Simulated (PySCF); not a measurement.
# Removing an electron from `CC[C@@H]1CC[C@H]([GeH3])C1`

Compound: C7H16Ge.
Cartesian coordinates in Å at the PBE0-D3(BJ)/def2-SVP level; atoms count from 1:
```xyz
24
C7H16Ge angstrom
C     -2.934    1.197    0.201
C     -1.524    1.355    0.747
C     -0.435    0.860   -0.198
C     -0.438   -0.673   -0.437
C      1.003   -1.152   -0.186
C      1.864    0.104   -0.354
Ge     3.670   -0.038    0.392
C      0.988    1.180    0.287
H     -3.168    0.143   -0.015
H     -3.062    1.761   -0.737
H     -3.689    1.563    0.914
H     -1.337    2.418    0.981
H     -1.429    0.815    1.707
H     -0.579    1.363   -1.171
H     -0.750   -0.905   -1.467
H     -1.153   -1.185    0.226
H      1.307   -1.975   -0.850
H      1.098   -1.526    0.848
H      1.971    0.328   -1.431
H      3.571   -0.308    1.908
H      4.462    1.266    0.172
H      4.445   -1.199   -0.267
H      1.299    2.207    0.039
H      1.029    1.089    1.389
```

Level: PBE0/def2-SVPD (PySCF). Frontier orbitals with their largest atomic shares (Löwdin; up to four atoms above 4 %):

```
orbital  ε (eV)                           main atoms
 HOMO−3   -8.87  C2 14 %, C3 12 %, Ge7 12 %, C4 10 %
 HOMO−2   -8.81  C4 12 %, C3 11 %, C2 10 %, Ge7 10 %
 HOMO−1   -8.67  C3 19 %, C4 13 %, H14 12 %, C2 10 %
   HOMO   -8.01                                    ?
   LUMO    0.43  Ge7 33 %, H22 7 %, H21 7 %, H20 5 %
 LUMO+1    0.81  Ge7 23 %, C1 10 %, H21 7 %, H22 7 %
 LUMO+2    1.07  Ge7 25 %, C1 11 %, H20 8 %, H22 6 %
```

Q: What vertical ionisation energy does ΔSCF give, and how far is −ε(HOMO) from it?

A: ΔSCF: 9.70 eV (936 kJ/mol; threshold wavelength 128 nm); ⟨S²⟩ of the doublet left behind is 0.753, against 0.75 for a pure doublet. −ε(HOMO) is 8.01 eV, 1.69 eV below it. In exact Kohn–Sham theory the two would be equal; PBE0 (global hybrid, 25 % exact exchange) falls short of its own ΔSCF value by 17 %. Holes in the HOMO−1 and HOMO−2 were tried too where these lie within 1.2 eV of the HOMO; the lowest converged state counts.

Q: On which atoms does the HOMO lie?

A: C6 (sp3 carbon bound to germanium) 30 %, Ge7 (germanium bonded to C and 3 H) 22 %, C8 (ring CH2 carbon) 8 %, C3 (sp3 CH carbon) 7 %, so no atom holds as much as 40 %. The HOMO−1 lies 0.66 eV lower.

Q: Shift the occupied levels rigidly so that −ε(HOMO) equals the ΔSCF value. What binding energies result?

A: The shift is +1.69 eV: HOMO 9.70, HOMO−1 10.36, HOMO−2 10.50, HOMO−3 10.56 eV. A rigid shift is only a rough guide to the deeper ionisations.

Q: What total energies stand behind the ΔSCF value?

A: E(N) = -2352.33760 Eh and E(N − 1) = -2351.98098 Eh at the same geometry, 0.35662 Eh apart.

Q: What kinetic energy would electrons from this vertical process carry with Lyman-α light (10.199 eV)?

A: 10.20 − 9.70 = 0.50 eV.

The structure is a single PBE0-D3(BJ)/def2-SVP conformer in the gas phase; no vibrational or solvent corrections. The calculation is non-relativistic, for germanium too.
